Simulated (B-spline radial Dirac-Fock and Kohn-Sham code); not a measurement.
Relative photoemission cross sections at 4000 eV: 3s, 3p1/2, 3p3/2, Sr to Eu

These are calculated numbers from an atomic code on a B-spline grid; the model is the independent-particle Dirac-Slater model, thresholds from Dirac-Fock. Cross sections are relative to C 1s, computed as 0.7121 kb at this energy; β is from the dipole term. Free atoms in their tabulated ground configurations, whose changes along a row show as steps; without correlation, outer binding energies come out low.

```csv
Z,element,σ 3s,σ 3p1/2,σ 3p3/2,β 3p3/2,binding 3p3/2 (eV)
38,Sr,5.68,4.27,7.90,1.43,280.7
40,Zr,6.59,5.36,9.89,1.47,342.6
43,Tc,8.07,7.25,13.4,1.52,441.8
46,Pd,9.62,9.42,17.4,1.56,539.5
48,Cd,10.7,11.0,20.3,1.58,627.0
49,In,11.3,11.9,21.9,1.60,675.3
50,Sn,11.8,12.7,23.5,1.61,725.3
54,Xe,14.2,16.5,30.7,1.64,943.3
56,Ba,15.4,18.6,34.6,1.65,1074.5
57,La,16.0,19.6,36.7,1.65,1140.5
58,Ce,16.6,20.7,38.7,1.66,1197.5
59,Pr,17.2,21.7,40.9,1.66,1245.9
60,Nd,17.8,22.8,43.0,1.66,1304.8
61,Pm,18.5,23.9,45.2,1.66,1364.7
62,Sm,19.1,24.9,47.5,1.66,1425.6
63,Eu,19.6,26.0,49.8,1.66,1487.6
```
